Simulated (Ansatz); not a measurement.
Z-matrix (Å, degrees):
```
Si
C 1 1.901
H 1 1.483 2 109.4
H 1 1.483 2 109.4 3 -120.4
H 1 1.485 2 107.4 3 119.8
O 2 1.346 1 113.3 3 60.2
N 2 1.266 1 128.3 3 -119.8
Si 6 1.693 2 117.6 1 179.9
H 7 1.015 2 112.7 1 0.0
H 8 1.482 6 101.9 2 -180.0
H 8 1.480 6 111.5 2 62.8
H 8 1.480 6 111.4 2 -62.7
```

Charge 0, multiplicity 1.

Question: List the r2SCAN/def2-TZVPP orbital energies in eV (Ansatz 0.2.0). (Best estimate.)

Answer: Computed: Occupied: -1791.53, -1791.34, -516.67, -385.18, -275.72, -141.92, -141.84, -96.83, -96.75, -96.74, -96.70, -96.69, -96.68, -28.13, -23.50, -16.58, -14.48, -13.82, -12.01, -11.28, -11.27, -9.44, -9.22, -8.82, -8.56, -8.38, -7.34, -6.83. Lowest empty: -1.46, -0.12, 0.06, 0.71, 1.15, 1.49, 1.59, 1.72.
